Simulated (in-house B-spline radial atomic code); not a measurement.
The numbers below are computed, except where a source is named.
**Building a PAW d channel for Rh, r_c = 1.21 bohr**

Rh, [Kr] 4d8 5s1, non-relativistic LDA (VWN5), spherical and spin-unpolarised, from an all-electron radial atomic-structure program (B-spline basis) (atomic units; all potentials screened as in the neutral atom).

Two all-electron partial waves φ1, φ2 are integrated outwards at E1 = ε(4d) = -0.239422 and E2 = E1 + 1 hartree; φ1 is the bound orbital and φ2 has unit norm inside r_c = 1.2054 bohr. Smooth partners are polynomials, r^3(a0 + a1 r² + a2 r⁴ + a3 r⁶), matched to φ and three derivatives at r_c, with no condition on the norm. The local potential is -24.1734 + (38.3423) r² + (-25.8067) r⁴ + (6.50657) r⁶ inside 0.9869 bohr and the all-electron one outside.

```tsv
wave	φ(r_c)	φ'(r_c)	a0	a1	a2	a3
1	0.839569	-0.1157372	2.753194	-3.091967	1.38433	-0.2294391
2	1.119035	-1.574371	5.358941	-6.507655	2.960962	-0.4940851
```

Inside r_c the overlaps are <φi φj> = [[0.35915, 0.59614], [0.59614, 1.00000]] and, for the smooth waves, [[0.32921, 0.53815], [0.53815, 0.88767]]. With χj = (Ej − T − V_local) applied to smooth wave j, the program's quadrature gives the matrix B_ij = <smooth i, χj> as [[0.28532, 0.48118], [0.53916, 0.92294]].

Check the match of the first wave, and find the augmentation charges q_ij.

At r_c the four terms are 4.82204, -7.86848, 5.11868, -1.23267, which sum to 0.8396, φ1(r_c) to rounding. q_ij is the all-electron overlap less the smooth one: [[0.02994, 0.05798], [0.05798, 0.11233]]. The smooth first wave has a norm of 0.3292 inside r_c against 0.3591, and q11 > 0 puts back the missing charge.

B isn't symmetric. Show that D_ij = B_ij + Ej q_ij is.

Integrating by parts gives B12 − B21 = (E1 − E2) q12: 0.48118 − (0.53916) = -0.05799, and −1 × (0.05798) = -0.05798. So D12 = 0.48118 + (0.760578)(0.05798) = 0.52528 and D21 = 0.53916 + (-0.239422)(0.05798) = 0.52528; D11 = 0.27815, D22 = 1.00837. The projectors, p = (B⁻¹)ᵀ χ, are dual to the smooth waves; det B = 0.0039, small beside B11 B22, as the two smooth waves look alike inside r_c.

Solving (T + V_local + Σ p D p) ψ = E (1 + Σ p q p) ψ in a sphere of 9 bohr gives these levels:

| all-electron | one projector | two projectors |
| --- | --- | --- |
| -0.239411 | -0.239411 | -0.239411 |
| 0.120723 | 0.120673 | 0.120723 |
| 0.406038 | 0.405675 | 0.406038 |
| 0.840144 | 0.838650 | 0.840144 |
| 1.414710 | 1.410120 | 1.414710 |

What does the second projector gain?

With one projector the errors are 0.00, -0.05, -0.36, -1.49, -4.59 millihartree. With two the errors are 0.00, 0.00, 0.00, 0.00, 0.00 millihartree. The scattering is exact at E1 and at E2 = 0.761, and over all levels compared the largest error is under 0.01 millihartree. The lowest eigenvalue of the overlap operator is 1 with one and 1 with two projectors. The smooth orbital alone needs a cutoff of 32 hartree for 1 millihartree of kinetic energy, against 31.7 for a norm-conserving Troullier-Martins orbital of the same radius.
